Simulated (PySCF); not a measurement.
# Mn²⁺ (manganese, charge +2): UHF calculation

Configuration: [Ar] 3d5, high-spin 6S determinant. Calculation: PySCF 2.14, in 6-31G*; no relativity, point nucleus.

```json
{"Total energy": "-1148.966486 hartree", "One-electron energy": "-1569.2581 hartree", "Hartree (Coulomb) energy": "471.0156 hartree", "Exchange energy": "-50.7240 hartree", "Kinetic energy": "1148.86239 hartree", "⟨S²⟩": "8.7504", "⟨L²⟩": "0.000", "Sum of ⟨r⟩": "14.85 bohr", "Sum of ⟨r²⟩": "15.75 bohr²", "Density at the nucleus (Gaussians lack the cusp)": "9930 bohr⁻³", "Spin density at the nucleus": "0.0476 bohr⁻³", "Langevin diamagnetic susceptibility": "-12.5 ×10⁻⁶ cm³/mol", "Time after the integrals": "0.07 s of wall time on 1 thread of Neoverse-V1 (shared host)"}
```

| shell | electrons | mean orbital energy (eV) | rms radius, mean of both spins (bohr) |
| --- | --- | --- | --- |
| 1s α | 1 | -6562.6 | 0.0713 |
| 1s β | 1 | -6562.6 | 0.0713 |
| 2s α | 1 | -811.52 | 0.305 |
| 2s β | 1 | -807.86 | 0.305 |
| 2p α | 3 | -694.69 | 0.274 |
| 2p β | 3 | -691.08 | 0.274 |
| 3s α | 1 | -126.87 | 0.924 |
| 3s β | 1 | -115.66 | 0.924 |
| 3p α | 3 | -91.883 | 0.990 |
| 3p β | 3 | -78.228 | 0.990 |
| 3d α | 5 | -34.709 | 1.23 |
